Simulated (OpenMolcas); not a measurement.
An atom or ion with 21 electrons was computed by SS-RASPT2, IPEA 0.25 Eh, imaginary shift 0.1 Eh with spin-orbit coupling (OpenMolcas, ANO-RCC-VQZP, DKH2). The lowest levels that the run gave, each within 12 % of the measured value where one is at hand:

```
  J  Parity  E (cm⁻¹)      g
3/2    even       0.0  0.399
5/2    even       534  1.029
7/2    even      1251  1.238
9/2    even      2130  1.334
1/2    even     19480  2.651
3/2    even     19660  1.724
5/2    even     20330  1.600
7/2    even     20980  0.889
9/2    even     21700  1.108
3/2    even     26900  1.176
1/2    even     27000  0.686
9/2    even     29000  0.913
```

Q: Which ion is it, and what are the configurations and terms?

A: Fe5+ (Z = 26, charge +5; active space 9 electrons in 8 orbitals (RAS1 3p, at most 2 holes; RAS2 3d)). J, parity and g give the terms where levels are pure, and mixed ones are named by the computed weights; the size of the splittings, set against known spectra of the 21-electron sequence, gives the charge. In order, with the measured energies in cm⁻¹ (Corliss and Sugar, J. Phys. Chem. Ref. Data 11, 135 (1982)): 3d³ ⁴F_3/2, 3d³ ⁴F_5/2 (511), 3d³ ⁴F_7/2 (1188), 3d³ ⁴F_9/2 (2001), 3d³ ⁴P_1/2 (18738), 3d³ ⁴P_3/2 (18942), 3d³ ⁴P_5/2 (19611), 3d³ ²G_7/2 (20616), 3d³ ²G_9/2 (21315), 3d³ ²P_3/2 [66 %] (26215), 3d³ ²P_1/2 (26496), 3d³ ²H_9/2 (28724).

Term energies are means over components that CASPT2 splits; among the terms shown or strongly mixed into the levels shown the widest spread is 330 cm-1 (3d³ ⁴F). Active for correlation alone: 3p; no level in the range computed is led by a configuration that opens it, so any true level of that kind is missing. The CASPT2 spread within a term exceeds the gap to the next term for 3d³ ²D(1) and 3d³ ²H, so the order of their levels is uncertain. Computed and measured levels are paired by configuration, term and J; levels that our copy of the source lacks, or whose pairing is in doubt (as where it misses far off the trend of its configuration), stay unpaired and out of the deviations. Only configurations of the active space appear.

A share in square brackets marks a mixed level and gives the weight of the term that names it. A number in round brackets counts repeated terms of one configuration in the order of the reference energies.
